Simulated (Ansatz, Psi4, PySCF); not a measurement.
Ga, charge +1, singlet. Base run: B97M-V/cc-pVTZ in PySCF.

Here is a job for PySCF.
```python
from pyscf import gto, scf, dft

mol = gto.Mole()
mol.atom = '''
    Ga    0.00000000    0.00000000    0.00000000
'''
mol.basis = 'cc-pvtz'
mol.charge = 1
mol.verbose = 3
mol.build()

mf = dft.RKS(mol)
mf.xc = 'b97m_v'
mf.kernel()
```

The same geometry, method and basis name were run in Ansatz (a program for electronic structure) and Psi4 and PySCF, at each program's defaults and at the settings that a row names. The base is PySCF at its defaults. Differences at the defaults can come from grids, fitting, cores and function types together.

| code and settings | ΔE vs base (mEh) | basis functions | E (Eh) | SCF cycles |
|---|---|---|---|---|
| PySCF, defaults (exact integrals, its default grid, spherical functions) | 0.000 | 43 | -1924.25118 | 6 |
| Psi4, defaults (density fitting with its default set, its default grid, spherical functions) | -0.053 | 43 | -1924.25124 | 8 |
| Ansatz, defaults (factorised integrals, its default grid, spherical functions) | -0.001 | 43 | -1924.25118 | - |
| PySCF, density fitting with def2-universal-jkfit | -0.016 | 43 | -1924.25120 | 6 |
| PySCF, fine grid | 0.000 | 43 | -1924.25118 | 6 |
| Psi4, exact integrals, spherical functions, fine grid | -0.003 | 43 | -1924.25119 | 9 |
| Ansatz, high accuracy | 0.000 | 43 | -1924.25118 | - |
